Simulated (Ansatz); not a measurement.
Start from `C=C([SiH3])C[SiH3]` and change one atom or group to get `C=C[SiH3]`.

Ansatz, PBE0-D4/def2-TZVP geometries, multiplicity 1. Each molecule was computed in one conformer, which needn't be the lowest.

| property | `C=C([SiH3])C[SiH3]` |
| --- | --- |
| zero-point energy (PBE0-D4/def2-TZVP) / kJ/mol | 288.9 |
| size of the dipole moment (ωB97M-V/def2-TZVPP) / D | 0.79 |
| LUMO energy (PBE0/def2-TZVPP) / eV | -0.45 |
| size of the dipole moment (B3LYP/def2-TZVPP) / D | 0.78 |
| HOMO energy (PBE/def2-TZVPP) / eV | -6.30 |
| LUMO energy (B3LYP/def2-TZVPP) / eV | -0.65 |

**Question.** Give the same properties after the change, and the shifts. (An estimate is asked.)

**Answer.** Ansatz gave: 
```json
{"property": "zero-point energy (PBE0-D4/def2-TZVP) / kJ/mol", "`C=C[SiH3]`": "175.4", "shift": "-113.5"}
{"property": "size of the dipole moment (ωB97M-V/def2-TZVPP) / D", "`C=C[SiH3]`": "0.76", "shift": "-0.03"}
{"property": "LUMO energy (PBE0/def2-TZVPP) / eV", "`C=C[SiH3]`": "-0.48", "shift": "-0.03"}
{"property": "size of the dipole moment (B3LYP/def2-TZVPP) / D", "`C=C[SiH3]`": "0.74", "shift": "-0.04"}
{"property": "HOMO energy (PBE/def2-TZVPP) / eV", "`C=C[SiH3]`": "-6.90", "shift": "-0.60"}
{"property": "LUMO energy (B3LYP/def2-TZVPP) / eV", "`C=C[SiH3]`": "-0.70", "shift": "-0.05"}
```

The zero-point energy changes by -113.5 kJ/mol with -18 modes. Dipoles are sizes alone; their direction can turn.

B3LYP here is the variant with VWN-RPA as its local correlation; programs differ in this.
